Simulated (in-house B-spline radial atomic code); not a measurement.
How numerical settings move a run on Yb IV (Yb3+), [Xe] 4f13. Computed with a B-spline radial code for spherical atoms: scalar-relativistic (X2C) M06-2X, spin-polarised, spherical fractional occupations, Fermi nucleus of rms radius 5.3108 fm.

Command:
```bash
python run_scf.py task.json out
```
Settings of the sound reference run:
```
Z                70
electrons        67
configuration    [Xe] 4f13
hamiltonian      x2c
method           m062x
spin_polarised   True
nucleus          fermi
rms_radius       5.3108
mass_number      174
atomic_mass      173.9389
speed_of_light   137.036
knot_spacing     0.22
spline_order     8
gauss_points     12
box_radius       16.22
max_iterations   70
damping          0.5
damped_steps     3
diis_vectors     10
tolerance        1e-08
start            Thomas-Fermi
```

Time taken, with all properties: 0.45 s on 1 thread of Intel(R) Xeon(R) 6975P-C (shared host).

It converges in 11 iterations to -14059.279692 hartree, with 4f down at -40.4896 eV. The other runs change the listed settings, some to values that make no sense; their results aren't properties of the atom or ion. Radii are in bohr (the nuclear one in fm), a minus after a letter asks for a j subshell, and «unchanged» means within 1e-8 hartree. The run stops when the residual is below 10 × tolerance × max(1, Z/10), or a noise floor if that is larger, and the energy moves by less than 1e-8 × √|E| hartree; so very loose and very tight tolerances often act alike.

| changed settings | outcome |
| --- | --- |
| box_radius = 0.65, max_iterations = 100, start = bare nucleus | converged in 22 iterations, energy +1.04e+03 hartree from the reference, 4f down level +9.5e+02 eV (the program warns: 4f down has a positive eigenvalue: unbound, held by the box; 4s up has a positive eigenvalue: unbound, held by the box) |
| knot_spacing = 0.55 | converged in 11 iterations, energy +1.63e+00 hartree from the reference, 4f down level -1.2e-01 eV |
| gauss_points = 3, max_iterations = 60, diis_vectors = 2, tolerance = 0.001, start = bare nucleus | converged in 14 iterations, energy +7.13e+02 hartree from the reference, 4f down level -1.4e+00 eV (the program warns: states collapsed into the nucleus by a negative tau potential were left out of the aufbau) |
| knot_spacing = 0.3, max_iterations = 75, damping = 0.2 | converged in 38 iterations, energy +1.52e-03 hartree from the reference, 4f down level +2.1e-03 eV (the program warns: states collapsed into the nucleus by a negative tau potential were left out of the aufbau) |
| spline_order = 10 | converged in 57 iterations, energy -7.07e-05 hartree from the reference, 4f down level +8.5e-03 eV (the program warns: states collapsed into the nucleus by a negative tau potential were left out of the aufbau) |
| knot_spacing = 1.4 | converged in 8 iterations, energy +1.13e+03 hartree from the reference, 4f down level -1.4e+02 eV (the program warns: 1s up reaches the box edge; 1s down reaches the box edge) |
| spline_order = 6 | converged in 11 iterations, energy -2.58e-04 hartree from the reference, 4f down level -1.7e-03 eV |
| knot_spacing = 1, box_radius = 4.87, max_iterations = 75, damped_steps = 30, diis_vectors = 1 | converged in 19 iterations, energy +6.73e+01 hartree from the reference, 4f down level -3.4e+00 eV (the program warns: 4f down reaches the box edge; 2s up reaches the box edge) |
| hamiltonian = dirac, method = hf, spin_polarised = False, speed_of_light = 35.0127 | stopped with error: Z/c is past the critical charge |
| knot_spacing = 0.15 | converged in 36 iterations, energy -1.81e-03 hartree from the reference, 4f down level +8.0e-03 eV |
| spline_order = 4 | converged in 10 iterations, energy +9.00e-03 hartree from the reference, 4f down level +4.9e-03 eV |
| spline_order = 3, gauss_points = 5, box_radius = 8.11, max_iterations = 50 | converged in 10 iterations, energy +4.89e-01 hartree from the reference, 4f down level -9.5e-02 eV |

**Question.** What happens with max_iterations = 12?

**Answer.** Converged in 11 iterations, energy unchanged.

**Question.** What happens with knot_spacing = 2?

**Answer.** Converged in 9 iterations, energy +1.77e+03 hartree from the reference, 4f down level -2.0e+02 eV (the program warns: 4f down reaches the box edge; 1s up reaches the box edge).

**Question.** What happens with spline_order = 5?

**Answer.** Converged in 10 iterations, energy +3.87e-04 hartree from the reference, 4f down level +6.4e-03 eV.

**Question.** What happens with knot_spacing = 1?

**Answer.** Converged in 9 iterations, energy +2.18e+02 hartree from the reference, 4f down level -4.5e+01 eV (the program warns: 2s up reaches the box edge; 2s down reaches the box edge).
